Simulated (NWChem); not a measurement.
System: SiAsH$_{3}$F$_{2}$; SMILES F[SiH]([AsH2])F

```xyz
7

Si     0.3839    -1.0151     0.0000
F     -0.3187    -1.6806     1.3144
F     -0.3187    -1.6806    -1.3144
As    -0.1024     1.2998     0.0000
H      1.8224    -1.4293     0.0000
H      0.9593     1.4986    -1.1008
H      0.9593     1.4986     1.1008
```
Atoms are numbered in this order, from 1.

Computed with NWChem. Pople sets run with spherical d functions. Geometry: optimised at PBE-D3(BJ)/def2-SVP.

### Question
Estimate the computed values for PW6B95/6-31G*. Quantities: highest occupied level (eV); orbital gap (eV); dipole (D).

### Answer
```
Item                         Value
---------------------------  -----
highest occupied level (eV)  -8.05
orbital gap (eV)              8.20
dipole (D)                    2.06
```
